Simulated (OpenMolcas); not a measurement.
Tc4+ among 5 point charges of -1.5 e arranged as a trigonal bipyramid (D3h). The axial distance is 0.9 times the equatorial one, R.

```json
{
  "Program": "OpenMolcas 26.06",
  "Method": "CASSCF",
  "Basis": "ANO-RCC-VDZP [6s5p3d1f]",
  "Scalar Hamiltonian": "DKH2, point nucleus",
  "Active space": "3 electrons in 5 orbitals (4d)",
  "State averaging": "2S+1 = 4 even, 10 roots; 2S+1 = 2 even, 40 roots",
  "Spin-orbit coupling": "RASSI with atomic mean-field integrals over the reference wave functions"
}
```

All point charges move together. At R = 1.86 Å the first state of the same spin is 2277 cm-1, and at R = 2 Å it is 1826 cm-1.

Q: A third run gives 1347 cm-1. What distance was it run at?

A: With a power law R^-n the two known points give n = -ln(1826 / 2277) / ln(2 / 1.86) = 3.04. Then R = 1.86 × (2277 / 1347)^(1/3.04) = 2.211 Å. The run was at 2.18 Å, so the estimate is off by +0.031 Å.

An orbital doublet at a regular site is open to a Jahn-Teller distortion, which this geometry leaves out. Without dynamic correlation the repulsion within the d shell is too large (B by tens of per cent), so at a given field states of lower spin stand too high. This is an electrostatic model: the charges have no orbitals. No measured value stands beside these numbers.
